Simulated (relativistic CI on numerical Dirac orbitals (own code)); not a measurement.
# Electric-dipole lines of Ba XLVIII

Computed by Dirac-Coulomb-Breit CI, KLI orbitals optimised for each configuration, model QED (radiative potential, 1s self-energy scaled to tabulated hydrogen-like ionisation energies), unscaled Slater integrals (own radial code, finite nucleus).

CI space (outside the closed core 1s2): 2s²2p⁵, 2s2p⁶, 2p⁶3s, 2p⁶3p, 2p⁶3d, 2s²2p⁴3s, 2s²2p⁴3p, 2s²2p⁴3d, 2s2p⁵3s, 2s2p⁵3p, 2s2p⁵3d, 2s²2p⁴4s, 2s²2p⁴4p, 2s²2p⁴4d, 2s²2p⁴4f, 2s2p⁵4s. Levels of other configurations are missing.

```
λ vac (Å)                 Lower                   Upper   A (s⁻¹)        gf  Branching (%)
   1.8840     2s²2p⁵ ²P°3/2 [1]    2s²2p⁴4d ²D5/2 [133]  2.15e+14  6.87e-01           85.2
   2.2892     2s²2p⁵ ²P°1/2 [2]     2s²2p⁴3d ²D3/2 [92]  4.69e+14  1.47e+00          100.0
   2.2934     2s²2p⁵ ²P°3/2 [1]     2s²2p⁴3d ²P3/2 [50]  5.72e+14  1.80e+00           99.0
   2.2942     2s²2p⁵ ²P°3/2 [1]     2s²2p⁴3d ²F5/2 [49]  4.32e+14  2.04e+00          100.0
   2.2956     2s²2p⁵ ²P°3/2 [1]     2s²2p⁴3d ²S1/2 [48]  5.46e+14  8.63e-01           99.8
   2.3020       2s2p⁶ ²S1/2 [3]    2s2p⁵3d ²P°1/2 [105]  6.80e+14  1.08e+00           99.6
   2.3024       2s2p⁶ ²S1/2 [3]    2s2p⁵3d ²P°3/2 [104]  4.69e+14  1.49e+00           99.4
   2.3039     2s²2p⁵ ²P°3/2 [1]     2s²2p⁴3d ⁴F5/2 [45]  1.61e+14  7.68e-01           99.9
   2.4521     2s²2p⁵ ²P°3/2 [1]     2s²2p⁴3d ²D5/2 [25]  3.50e+14  1.89e+00          100.0
   2.4538     2s²2p⁵ ²P°1/2 [2]     2s²2p⁴3d ²P1/2 [61]  9.45e+14  1.71e+00           95.8
   2.4554     2s²2p⁵ ²P°1/2 [2]     2s²2p⁴3d ²D3/2 [59]  6.73e+14  2.43e+00           97.7
   2.4612       2s2p⁶ ²S1/2 [3]     2s2p⁵3d ²P°3/2 [88]  6.77e+14  2.46e+00           99.6
   2.4613     2s²2p⁵ ²P°3/2 [1]     2s²2p⁴3d ²P3/2 [24]  5.14e+14  1.87e+00          100.0
   2.4632     2s²2p⁵ ²P°3/2 [1]     2s²2p⁴3d ²D5/2 [23]  4.54e+14  2.48e+00          100.0
   2.4794       2s2p⁶ ²S1/2 [3]     2s2p⁵3d ²P°1/2 [84]  7.78e+14  1.43e+00           99.7
   6.9230   2s²2p⁴3p ²D°5/2 [8]    2s²2p⁴4d ²F7/2 [126]  3.01e+13  1.73e+00           81.0
   7.3141  2s²2p⁴3p ²D°5/2 [10]    2s²2p⁴4d ²F7/2 [129]  3.00e+13  1.93e+00           79.5
   7.3152  2s²2p⁴3p ⁴D°7/2 [11]    2s²2p⁴4d ⁴F9/2 [130]  3.76e+13  3.02e+00           99.7
   7.6575   2s²2p⁴3d ²D3/2 [22]   2s²2p⁴4f ²F°5/2 [146]  4.84e+13  2.56e+00           61.7
   7.6748   2s²2p⁴3d ⁴D3/2 [15]   2s²2p⁴4f ⁴F°5/2 [136]  4.13e+13  2.19e+00           52.3
   7.6781   2s²2p⁴3d ²G7/2 [46]   2s²2p⁴4f ²H°9/2 [184]  7.24e+13  6.40e+00           93.0
   7.6826   2s²2p⁴3d ⁴D5/2 [16]   2s²2p⁴4f ²G°7/2 [135]  5.18e+13  3.67e+00           66.1
   7.6962   2s²2p⁴3d ²F7/2 [18]   2s²2p⁴4f ²G°9/2 [134]  7.04e+13  6.25e+00           90.5
   7.7666   2s²2p⁴3d ⁴F7/2 [47]   2s²2p⁴4f ⁴G°9/2 [181]  7.47e+13  6.76e+00           97.0
   7.7744   2s²2p⁴3d ²G9/2 [54]  2s²2p⁴4f ²H°11/2 [189]  7.66e+13  8.33e+00           99.9
   7.7761   2s²2p⁴3d ²F7/2 [19]   2s²2p⁴4f ²G°9/2 [140]  6.68e+13  6.05e+00           86.5
   7.7815   2s²2p⁴3d ⁴F9/2 [20]  2s²2p⁴4f ⁴G°11/2 [139]  7.66e+13  8.34e+00           99.9
   7.8118   2s²2p⁴3d ²D5/2 [25]   2s²2p⁴4f ²F°7/2 [147]  7.15e+13  5.23e+00           92.5
   7.8162   2s²2p⁴3d ²F7/2 [57]   2s²2p⁴4f ²G°9/2 [193]  6.41e+13  5.87e+00           83.7
   7.9099   2s²2p⁴3d ²D5/2 [23]   2s²2p⁴4f ²F°7/2 [141]  5.45e+13  4.09e+00           70.6
```

Terms are leading LS components. Brackets give the number of a level in order of energy, since labels repeat. The list gives strong lines, with weight on those to low levels, without lines whose two gauges differ by over a factor of 2.5, among the lowest 200 of 207 levels, so that lines to higher ones, which can be the strongest, are missing. Levels whose partners in the same complex of configurations lie outside the list can be far off, and so can their lines. Rates are taken at the computed energies, electric ones in the length gauge.

At this charge energies of transitions that change n are usually good to better than 1 %, and those within a shell (Δn = 0) to a few per cent.

LS names give the leading component of a level, which can be under half, so a name can repeat, a term be missing and a line seem to break the LS rules.
